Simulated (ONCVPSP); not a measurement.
**N: variants of one ONCV potential**

Base potential:

nitrogen, optimised norm-conserving Vanderbilt (ONCV), made with ONCVPSP 4.0.1 (PBE, scalar-relativistic). Core [He], reference 2s1 2p4. Waves: 2s: rc 1.05 bohr, ncon 4, nbas 8, qcut 5.8 1/bohr, 2 projectors, debl 1.9 Ha; 2p: rc 1.30 bohr, ncon 4, nbas 8, qcut 11.2 1/bohr, 2 projectors, debl 3.2 Ha. Local part: polynomial inside 0.70 bohr (lpopt 5, dvloc0 0 Ha). Core correction: Teter function, fcfact 5.75, rcfact 1.6.

All-electron outer shells of the reference configuration (PBE, scalar-relativistic, ld1.x):

```
shell  level (eV)  outermost node (bohr)  outermost maximum (bohr)
   1s     -385.55                      –                      0.15
   2s      -19.03                   0.32                      1.02
   2p       -7.51                      –                      0.97
```

Cutoffs, loose and tight: the cutoffs (Ha) at which the residual kinetic energy of the hardest occupied pseudo-wave falls to 1 and 0.1 mHa per electron. They do not see the model core or the augmentation charge, which bear on the density cutoff. Test errors are all-electron minus pseudo excitation energies from the reference, over the configurations 2s2 2p3; 2s2 2p2; 2s2 2p1; 2s2 2p0. A dash means not determined; rows that change the core or the reference have their own tests.

| change | outcome | cutoff, loose | cutoff, tight | bound ghosts | GHOST(+) flags above zero | largest test error (meV) |
| --- | --- | --- | --- | --- | --- | --- |
| base | generated | 70 Ha | 150 Ha | none | none | +362 |
| core correction Teter function, fcfact 5.75, rcfact 0.94 | generated | 70 Ha | 150 Ha | none | none | +623 |
| core correction Teter function, fcfact 5.75, rcfact 1.24 | generated | 70 Ha | 150 Ha | none | none | +580 |
| core correction Teter function, fcfact 5.75, rcfact 1.44 | generated | 70 Ha | 150 Ha | none | none | +468 |
| core correction Teter function, fcfact 5.75, rcfact 1.84 | generated | 70 Ha | 150 Ha | none | none | +212 |
| core correction Teter function, fcfact 5.75, rcfact 1.98 | generated | 70 Ha | 150 Ha | none | none | +126 |

Reading the sweep of the rcfact (base included, trends over the rows without a ghost): The loose cutoff stays near 70 Ha. The median size of the test errors (rows with all tests solved) falls from 115.4 meV at 0.94 to 40.4 meV at 1.98.
